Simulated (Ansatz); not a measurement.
Two isomers of CH5FOSi2: A = `F[Si@@H]1O[C@H]1[SiH3]`, B = `OC1(F)[SiH2][SiH2]1`.

Calculated with Ansatz (gas phase, PBE0-D4/def2-TZVP geometries, no zero-point term in ΔE). CCSD(T)/CBS is the MP2 limit (def2-TZVPP, def2-QZVPP) plus CCSD(T) − MP2 in def2-TZVPP, frozen cores. Functionals use def2-TZVPP. B3LYP here is the variant with VWN-RPA as its local correlation; programs differ in this. Each species was taken in one conformer, which may not be the lowest.

(1) Which is lower in electronic energy at CCSD(T)/CBS, and by how much? (Estimate.)

(2) Give E(B) − E(A) in kcal/mol with MP2/def2-TZVPP, B3LYP-D4, ωB97M-V, B2PLYP, LDA (SPW92), r2SCAN-D4, CCSD(T)/def2-TZVPP. (Best estimate.)

(3) Does the order hold for the free energy at 298.15 K (harmonic terms from PBE0-D4)? (Best estimate.)

Largest T1 diagnostic: 0.015.

## Answers

(1) Ansatz gave: A, by 76.9 kcal/mol.

(2) The calculation gave: MP2/def2-TZVPP 81.4, B3LYP-D4 73.3, ωB97M-V 74.7, B2PLYP 77.1, LDA (SPW92) 61.8, r2SCAN-D4 72.4, CCSD(T)/def2-TZVPP 76.5. None reverses the order clearly.

(3) Ansatz gave: Yes: G(B) − G(A) = +76.4 kcal/mol, for one conformer each.

From r2SCAN to r2SCAN0 (25 % exact exchange), in def2-TZVPP and without D4, E(B) − E(A) moves by +1.2 kcal/mol. At CCSD(T), def2-SVP lies −11.6 kcal/mol from the extrapolated value and def2-TZVPP −0.4 kcal/mol.
